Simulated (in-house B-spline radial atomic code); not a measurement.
Re⁺. Computed with a B-spline radial atomic code. Model: all-electron spherical atom, spin shells full or empty, radial basis limit, no spin-orbit coupling, Breit or QED, empty-state partial waves extrapolated as (l+1/2)^-4, RPA, G0W0 and static COHSEX of the highest shell as one setting changes (uncorrelated shells keep exact exchange).

Empty levels are discrete states of a finite basis, so the steps are uneven.

Without the two-electron picture change, core correlation of heavy ions comes too large.

Given: element Re; charge 1; filled core Xe; hamiltonian one-electron scalar X2C; mean-field start Hartree-Fock; highest l of empty states 9; nuclear rms radius 5.3698 fm; lowest nl shells left uncorrelated 10; highest mean-field shell 6s up; box radius 23.78 bohr.

Shell: 4f 7 7, 5d 5 0, 6s 1 0 (electrons up and down).

| highest empty level kept (hartree) | RPA correlation energy (hartree) | G0W0 level (eV) | G0W0 minus most complete (meV) | COHSEX level (eV) | linearised minus solved G0W0 (meV) |
| --- | --- | --- | --- | --- | --- |
| 1.33 | -0.15509 | -16.766 | 511.6 | -17.345 | 0 |
| 2.67 | -0.27603 | -16.913 | 364 | -17.633 | 0 |
| 4.67 | -0.43219 | -17.025 | 252.8 | -17.863 | 0 |
| 8 | -0.65694 | -17.123 | 154.8 | -18.057 | 0 |
| 13.33 | -0.86574 | -17.187 | 90.6 | -18.192 | 0 |
| 24 | -1.1105 | -17.231 | 46 | -18.285 | 0 |
| 40 | -1.3001 | -17.249 | 28.2 | -18.319 | 0 |
| 80 | ? | ? | ? | ? | ? |
| 160 | -1.5672 | -17.275 | 2.2 | -18.392 | 0 |
| 333.33 | ? | ? | ? | ? | ? |
| 800 | -1.602 | -17.277 | 0.1 | -18.4 | 0 |
| 2666.7 | -1.6029 | -17.277 | 0 | -18.4 | 0 |

Problem. What follows for highest empty level kept = 333.33?

Solution. RPA correlation energy -1.5929 hartree; G0W0 level -17.277 eV; G0W0 minus most complete 0.7 meV; COHSEX level -18.398 eV; linearised minus solved G0W0 0 meV.

Problem. What follows for highest empty level kept = 80?

Solution. RPA correlation energy -1.4934 hartree; G0W0 level -17.268 eV; G0W0 minus most complete 9.1 meV; COHSEX level -18.371 eV; linearised minus solved G0W0 0 meV.
